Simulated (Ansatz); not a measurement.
**A geometry optimisation of ClCuHSi2+ with B3LYP-D3(BJ)/def2-SVP**

The starting geometry of this gas-phase singlet was optimised with GFN2-xTB.

```xyz
5

Cl   -0.0183    1.4052    0.2075
Cu   -1.4089    0.2477   -1.1640
Si    0.7861   -0.6372    0.6294
Si   -1.2442   -1.6019    0.3130
H     2.1135   -0.1315    1.0241
```

Problem. Where would you expect an optimisation with B3LYP-D3(BJ)/def2-SVP to take it?

Solution. It rearranges, giving a structure given below by its coordinates. Contacts that open: Cl1–Cu2 (2.27 → 3.76 Å). Contacts that close: Cu2–Si3 (2.97 → 2.54 Å).

The energy falls by 0.91 eV over 14 steps:

| step | E − E(last) (eV) |
| --- | --- |
| 1 | 0.914 |
| 2 | 0.728 |
| 4 | 0.451 |
| 5 | 0.287 |
| 7 | 0.053 |
| 8 | 0.026 |
| 10 | 0.011 |
| 11 | 0.006 |
| 13 | 0.000 |
| 14 | 0.000 |

Final geometry (Å):

```json
{"atom": "Cl", "x (Å)": "0.0823", "y (Å)": "1.8640", "z (Å)": "1.1148"}
{"atom": "Cu", "x (Å)": "-0.7930", "y (Å)": "-0.5823", "z (Å)": "-1.6046"}
{"atom": "Si", "x (Å)": "0.4281", "y (Å)": "-0.0692", "z (Å)": "0.5678"}
{"atom": "Si", "x (Å)": "-1.3679", "y (Å)": "-1.5382", "z (Å)": "0.4408"}
{"atom": "H", "x (Å)": "1.8785", "y (Å)": "-0.3920", "z (Å)": "0.4912"}
```

Frequencies at the end are all real (lowest 77 cm⁻¹). Run with Ansatz 0.2.0, 34 s on 2 threads of Intel(R) Xeon(R) Platinum 8259CL CPU @ 2.50GHz (Skylake/Cascade Lake) (shared host).
